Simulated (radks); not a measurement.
Problem. These are the eigenvalues of the occupied orbitals of an atom or ion with whole-number occupations (Ry). All-electron calculation, Dirac Kohn-Sham, exchange-only LDA, spin-unpolarised, spherical densities, finite nucleus; Fermi nuclear charge, rms radius of each element as measured or else 0.836 A^(1/3) + 0.57 fm. Program: a radial shooting solver on a logarithmic mesh with Libxc functionals.

orbital  eigenvalue
1s1/2     -2955.421
2s1/2     -474.4218
2p1/2     -448.2350
2p3/2     -415.4555
3s1/2     -103.3694
3p1/2     -92.25057
3p3/2     -85.81308
3d3/2     -66.28837
3d5/2     -64.90445
4s1/2     -22.16137
4p1/2     -18.03207
4p3/2     -16.63951
4d3/2      -9.84679
4d5/2      -9.60303
5s1/2      -4.57312
5p1/2      -3.42235
5p3/2      -3.20780
4f5/2      -2.01371
4f7/2      -1.98861

Which element is it, and in what charge state? The configuration may be excited. Open shells, if any, are shared by 2j + 1.

Solution. Z = 58, cerium, charge +3: Ce3+ in [Xe] 4f1. The list shows which subshells hold electrons but not how many an open one holds; the 1s level, -1477.7 hartree, gives Z - s = 54.4 by -(Z - s)^2/2, which with screening and relativity narrows Z to a few neighbours, and the depths of the outer levels then fix element, charge and occupations together.
